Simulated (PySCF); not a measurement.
imidazole cation (C₃H₄N₂), SMILES [nH]1cncc1 (connectivity only; charge and spin as stated), charge +1, multiplicity 2. Atoms are numbered in the order given.

```xyz
9

C     -0.5885     1.0231     0.0000
C     -1.1089    -0.3406     0.0000
N     -0.0266    -1.1149     0.0000
C      1.0794    -0.2844     0.0000
N      0.7306     0.9997     0.0000
H     -1.1779     1.9439     0.0000
H     -2.1327    -0.7214     0.0000
H     -0.0123    -2.1357     0.0000
H      2.1029    -0.6693     0.0000
```
Charge +1, spin multiplicity 2.

Geometry optimised at PBE0-D3(BJ)/def2-SVP. The spin state was assumed, not searched.

All values below come from PBE/def2-TZVP (PySCF).

Atomic charges (e):

```
atom  Löwdin  Mulliken  meta-Löwdin  Mulliken spin
----  ------  --------  -----------  -------------
C1     -0.08      0.02         0.09           0.30
C2     -0.03      0.06         0.08           0.44
N3      0.26     -0.10        -0.09          -0.05
C4     -0.09      0.14         0.19           0.42
N5      0.19     -0.12        -0.18          -0.06
H6      0.17      0.22         0.20          -0.01
H7      0.17      0.24         0.20          -0.01
H8      0.23      0.30         0.31           0.00
H9      0.17      0.23         0.20          -0.02
```

Computed Mayer and Wiberg (Löwdin basis) orders of the bonds:
```json
[
 {"bond": "C1–C2", "Mayer": "1.20", "Wiberg": "1.37"},
 {"bond": "C2–N3", "Mayer": "1.39", "Wiberg": "1.68"},
 {"bond": "N3–C4", "Mayer": "1.14", "Wiberg": "1.43"},
 {"bond": "C1–N5", "Mayer": "1.54", "Wiberg": "1.84"},
 {"bond": "C4–N5", "Mayer": "1.44", "Wiberg": "1.76"},
 {"bond": "C1–H6", "Mayer": "0.93", "Wiberg": "0.85"},
 {"bond": "C2–H7", "Mayer": "0.90", "Wiberg": "0.86"},
 {"bond": "N3–H8", "Mayer": "0.88", "Wiberg": "0.84"},
 {"bond": "C4–H9", "Mayer": "0.92", "Wiberg": "0.86"}
]
```
